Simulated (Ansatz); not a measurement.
The first iterations of a band of F2H2SeSi2 (7 atoms, charge 0, multiplicity 1).

Level of theory: RKS PBE0/def2-SVP (Ansatz 0.2.0).

* movable images: 5
* climbing image: yes
* spring: 50.0 eV/Å²
* optimiser: quadratic models (default)
* start path: through a guess of the saddle point
* force threshold: 0.05 eV/Å
* iteration limit: 60
* end points: relaxed

First end point:

```xyz
7
Properties=species:S:1:pos:R:3
F -0.467 -2.056 -1.136
Si -0.832 -0.693 -0.333
Se -0.258 1.269 -1.354
Si 0.794 0.581 0.555
F 2.353 0.155 0.404
H -2.244 -0.822 0.102
H 0.715 1.498 1.718
```

Last end point:

```xyz
7
Properties=species:S:1:pos:R:3
F 0.303 -2.195 -1.258
Si -0.693 -1.680 -0.047
Se -0.901 0.798 -1.063
Si 0.687 0.162 0.626
F 2.159 0.520 0.029
H -1.914 1.210 -0.077
H 0.420 1.117 1.744
```

| iteration | highest image above the first end (eV) | largest band force component (eV/Å) |
| --- | --- | --- |
| 1 | 3.109 | 4.362 |
| 2 | 2.127 | 1.894 |
| 3 | 2.068 | 1.331 |

**Question.** Does the band converge within its limit, and where does its top end?

**Answer.** The forces met the threshold. It ended after 11 iterations with the highest image 1.711 eV above the first end. Another band between the same ends (5 images) ends at a top of the same energy, where a vibrational analysis finds 1 clearly imaginary mode. The orbitals stay closed-shell, which can raise the energy where a bond breaks towards radicals; this wasn't checked here.

Time of the run: 59 s on 2 threads of AMD EPYC 9R45 96-Core Processor (Zen 5), on a shared host, peak memory 0.27 GiB.
